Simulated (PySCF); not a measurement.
How methods differ on the excitation energy of Ag+

Ag+ [Kr] 4d10 (1S) → Ag+ [Kr] 4d9 5p1 (high-spin determinant), as a difference of total energies. Calculation: PySCF 2.14, in x2c-QZVPPall; the spin-free X2C one-electron Hamiltonian (Gaussian nucleus). Correlated levels: valence: [Kr] frozen; valence and next inner shell: [Ar] 3d10 frozen. The calculations carry no spin-orbit coupling.

| method | excitation energy (eV) |
| --- | --- |
| UHF | 9.226 |
| LDA | 10.404 |
| PBE | 10.122 |
| PBE0 | 10.124 |
| r2SCAN | 10.060 |
| CAM-B3LYP | 10.176 |
| r2SCANh | 10.064 |
| BLYP | 10.047 |
| MP2 (valence) | 10.716 |
| SCS-MP2 (valence) | 10.646 |
| MP2 (valence and next inner shell) | 10.704 |
| SCS-MP2 (valence and next inner shell) | 10.573 |

**Question.** How much does correlation contribute at MP2 (valence and next inner shell)?

**Answer.** 10.704 − (9.226) = 1.478 eV, measured against UHF.

A first-order spin-orbit estimate (lowest level to lowest level, LS coupling) adds -0.161 eV.

The basis was made for the ground configuration and has no added diffuse functions, so the excitation energy can come out too high.

The determinant of the upper state mixes LS terms, which raises its energy above the lowest term, most at the Hartree-Fock and MP2 levels.
